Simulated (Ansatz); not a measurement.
CH5Si (SMILES [CH2][SiH3]) moved off its minimum; all values from Ansatz (an electronic-structure program), cores frozen in correlated methods. Open shells are unrestricted.
(charge 0, multiplicity 2)
```xyz
7

C      1.32303    -0.11028     0.03313
Si    -0.59195     0.02369     0.00689
H      1.95640     0.71533     0.05429
H      1.77523    -1.08944     0.11133
H     -1.17697    -0.41179     1.33451
H     -1.05034     1.47028    -0.22667
H     -1.18875    -0.76187    -1.05169
```

Task: Give the forces (eV/Å), the total energy and the dipole at CCSD(T)/cc-pV(T+d)Z.

Result: 
```
atom      Fx      Fy      Fz
----  ------  ------  ------
C1    -2.418  -1.232  -0.030
Si2    0.755   1.175   0.787
H3     1.033   1.291   0.013
H4     0.176  -0.046  -0.018
H5     0.233   0.066  -0.469
H6     0.386  -0.758   0.159
H7    -0.165  -0.497  -0.441
```
Energy -330.0182 hartree, dipole 0.67 D.
